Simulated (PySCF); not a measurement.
Si(F)2(I)(OH) (F2HIOSi), SMILES O[Si](F)(F)I.

Geometry: PBE0-D3(BJ)/def2-SVP. This is a generated structure with no PubChem entry under its InChIKey; it may be hypothetical. The def2 effective core potentials stand for the cores of I; spin–orbit coupling is left out. Other conformers were not sampled.

Two levels are set side by side: TDA-PBE/def2-SVPD (PySCF) and TDA-M06-2X/def2-SVPD (PySCF). Vertical, same geometry. The lowest singlet is HOMO→LUMO 99 % with PBE and HOMO→LUMO 79 % with the other functional; states are paired by order. Differences are taken from unrounded values.

| quantity | TDA-M06-2X | TDA-PBE | TDA-PBE minus TDA-M06-2X |
|---|---|---|---|
| lowest singlet excitation (eV) | 6.16 | 5.56 | -0.61 |
| lowest triplet excitation (TDA) (eV) | 5.71 | 5.13 | -0.58 |
| first bright state (f over 0.05) (eV) | 7.80 | 7.64 | -0.16 |
| its oscillator strength | 0.08 | 0.10 | 0.02 |

Functionals without exact exchange tend to place singlet excitations lower, as here. Differences between two approximate levels are no errors against the true value.

Rough cost on one machine, each run with all the roots and properties that it gave: TDA-M06-2X against TDA-PBE about 8 times.
